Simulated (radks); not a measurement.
Values are calculated unless marked as measured or tabulated.
Kinetic energies: the exact non-interacting value of the Kohn-Sham orbitals and orbital-free approximations, as 100 (|E| - |E exact|)/|E exact|, negative where the magnitude is too small. Species: Mn [Ar] 3d5 4s2; Mg+ [Ne] 3s1; Yb+ [Xe] 4f14 6s1; K4+ [Ne] 3s2 3p3. Level of theory: non-relativistic Kohn-Sham, exchange-only LDA, spin-polarised, spherical densities, point nucleus (a radial shooting solver on a logarithmic mesh with Libxc functionals). Every spin shell is full or empty, so the densities are truly spherical. Functionals are evaluated on that one density, not self-consistently.

functional            Mn      Mg+      Yb+      K4+
exact (hartree)  1146.58  198.010  13380.7  591.673
Thomas-Fermi       -6.64    -7.96    -4.89    -7.05
von Weizsacker    -47.35   -33.73   -62.94   -41.79
TF + vW           +46.01   +58.32   +32.17   +51.16
TF + vW/9          -0.79    -0.59    -0.78    -0.59
LC94               -0.04    +0.03    -0.06    +0.12
APBEK              +0.07    +0.17    -0.02    +0.24
revAPBEK           +0.34    +0.59    +0.12    +0.57
Perdew 92          -0.78    -0.58    -0.77    -0.57
Pearson            -1.35    -2.02    -0.95    -1.46
DePristo-Kress     -0.11    -0.10    -0.26    +0.04
Ernzerhof          -0.35    +0.20    -0.55    0.00
